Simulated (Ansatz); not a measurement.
**Which is lower?**

Two relaxed structures of H3TeO (charge +1), closed shell (PBE0-D4/def2-TZVP; forces vanish, vibrations not checked).

A:

```xyz
5
angstrom
O 0.8792 0.5349 0.1130
Te -0.7654 -0.3842 -0.1253
H -0.7572 -1.0431 1.4067
H -0.0470 -1.7562 -0.7439
H 0.8405 1.4500 -0.2033
```

B:

O1  (-0.342, -0.583, 0.080)
Te2  (1.224, 0.837, 0.127)
H3  (-0.771, -0.847, 0.909)
H4  (-0.293, -1.327, -0.539)
H5  (0.182, 1.920, -0.577)
(Å)

Ansatz 0.2.0; basis: def2-TZVPP; cores frozen in the correlated methods. Filled d shells of the heavier atoms are correlated. Core potentials replace the inner electrons of the atoms past krypton. The def2 sets are not built for correlating such inner shells, so the correlated values are less sure here. B3LYP uses VWN-RPA correlation.

Q: Which structure is lower at CCSD(T), and by how much? (To be estimated.)

A: The calculation gives: B, by 0.290 eV (electronic energy, against the other). By their contacts, A is H₃TeO ([OH][TeH2]), total charge +1 and B is H₃TeO ([OH2][TeH]), total charge +1.

All methods give the same order:

```tsv
method	E(B) − E(A) (eV)
PBE-D4	-0.169
r2SCAN-D4	-0.165
PBE0-D4	-0.288
B3LYP-D4	-0.323
wB97M-V	-0.440
HF	-0.606
MP2	-0.325
CCSD	-0.353
CCSD(T)	-0.290
```

The T1 diagnostic stays at or below 0.014. The restricted Hartree–Fock reference is unstable towards an unrestricted one at one or more of these structures.

Labels in which every atom is bracketed show which atoms are joined, not bond orders.

For scale, one of the runs: CCSD(T)/def2-TZVPP, 123 basis functions, launched by `ansatz run in.yaml --threads 2 --pin off --events-out ev --progress --plain --max-ram 4352MiB`. Time: 9.5 s of wall clock on 2 CPU threads of an AMD EPYC 7B13; the host was shared. Peak host memory: 0.66 GiB.
